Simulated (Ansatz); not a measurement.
CH6GaNS (`[NH2][GaH][CH2]S`), charge 0, multiplicity 1.

Question: Give a relaxed structure at PBE0-D4/def2-TZVP (the Gaussian-basis code of Ansatz). (Estimate.)

Answer: Ansatz gave: 
Z-matrix (Å, degrees):
```
C
Ga 1 1.970
S 1 1.822 2 104.3
H 1 1.091 2 110.7 3 -112.5
H 1 1.089 2 117.2 3 122.7
N 2 1.814 1 118.8 3 110.6
H 2 1.563 1 122.4 3 -64.9
H 3 1.344 1 97.9 2 54.6
H 6 1.006 2 124.2 1 1.0
H 6 1.006 2 123.6 1 -171.0
```
This is one stationary point; other conformers may exist.
